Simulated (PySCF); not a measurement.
## UHF on N+ (nitrogen, charge +1)

Configuration: [He] 2s2 2p2, high-spin 3P determinant. All numbers are calculated (PySCF 2.14, the spin-free X2C one-electron Hamiltonian (Gaussian nucleus), in aug-cc-pCVTZ-DK (7s6p4d2f, 59 functions)).

```json
{
 "Total energy": "-53.920058 hartree",
 "One-electron energy": "-70.0930 hartree",
 "Hartree (Coulomb) energy": "22.3920 hartree",
 "Exchange energy": "-6.2191 hartree",
 "⟨S²⟩": "2.0069",
 "⟨L²⟩": "2.012",
 "Sum of ⟨r⟩": "5.449 bohr",
 "Sum of ⟨r²⟩": "7.769 bohr²",
 "Traceless quadrupole moment −½Σ⟨3z² − r²⟩ along its main axis": "0.775 e·bohr²",
 "Langevin diamagnetic susceptibility": "-6.15 ×10⁻⁶ cm³/mol"
}
```

```json
{"shell": "1s α", "electrons": "1", "mean orbital energy (hartree)": "-16.32895", "rms radius, mean of both spins (bohr)": "0.265"}
{"shell": "1s β", "electrons": "1", "mean orbital energy (hartree)": "-16.25511", "rms radius, mean of both spins (bohr)": "0.265"}
{"shell": "2s α", "electrons": "1", "mean orbital energy (hartree)": "-1.62441", "rms radius, mean of both spins (bohr)": "1.37"}
{"shell": "2s β", "electrons": "1", "mean orbital energy (hartree)": "-1.30746", "rms radius, mean of both spins (bohr)": "1.37"}
{"shell": "2p α", "electrons": "2", "mean orbital energy (hartree)": "-1.11561", "rms radius, mean of both spins (bohr)": "1.39"}
```

Spin-orbit constants ζ (cm⁻¹) from the X2C one-electron operator on these orbitals: bare nucleus, nucleus screened by l(l+1)(2l+1)/3 electrons, and screened by the Breit-Pauli mean field of the electrons.

```
shell   bare  screened nucleus  mean field
   2p  155.1             110.8       92.77
```

To first order the Landé constant is A = 46.38 cm⁻¹, so the lowest level has J = 0 and lies 0.0115 eV below the centre of the term. This holds in LS coupling only.
